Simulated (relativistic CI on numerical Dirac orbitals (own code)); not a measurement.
Radial parameters of Zr²³⁺

Method of calculation: Dirac-Coulomb-Breit CI, KLI orbitals optimised for each configuration, a model potential for QED, unscaled Slater integrals (own radial code, finite nucleus).

Slater integrals F^k, G^k are unscaled and averaged over j, outside the closed core [Ne]; ζ comes from projecting the Hamiltonian with its Breit term on Σ l·s of the shell.

- 3s2 3p5: ζ(3p) = 99011 cm⁻¹; <r>(3p) = 0.3988, <r^2>(3p) = 0.1833 (bohr units).
- 3s2 3p4 3d: F^2(3p,3p) = 249270, ζ(3p) = 98853, F^2(3p,3d) = 249700, G^1(3p,3d) = 271220, G^3(3p,3d) = 180000, ζ(3d) = 11795 cm⁻¹; <r>(3p) = 0.3993, <r^2>(3p) = 0.1838, <r>(3d) = 0.3591, <r^2>(3d) = 0.1497 (bohr units).
- 3s 3p5 3d: G^1(3s,3p) = 317180, ζ(3p) = 98781, G^2(3s,3d) = 204160, F^2(3p,3d) = 249470, G^1(3p,3d) = 271110, G^3(3p,3d) = 179880, ζ(3d) = 11917 cm⁻¹; <r>(3s) = 0.4088, <r^2>(3s) = 0.1901, <r>(3p) = 0.3997, <r^2>(3p) = 0.1842, <r>(3d) = 0.3596, <r^2>(3d) = 0.1501 (bohr units).

Averages of the first 10 configurations, taken without configuration mixing, which lowers the lowest level and can move excited configurations by several eV; other configurations of the list can lie among them:

```
Configuration  Parity  States  Average energy above the lowest level (eV)
      3s2 3p5     odd       6                                        13.0
       3s 3p6    even       2                                       112.0
   3s2 3p4 3d    even     150                                       131.6
    3s 3p5 3d     odd     120                                       225.9
       3p6 3d    even      10                                       331.0
   3s 3p4 3d2    even    1350                                       343.7
3s2 3p3 3d 4p    even    1200                                       695.6
       3p6 4s    even       2                                       744.4
   3s2 3p4 4s    even      30                                       543.0
       3p6 4p     odd       6                                       777.1
```
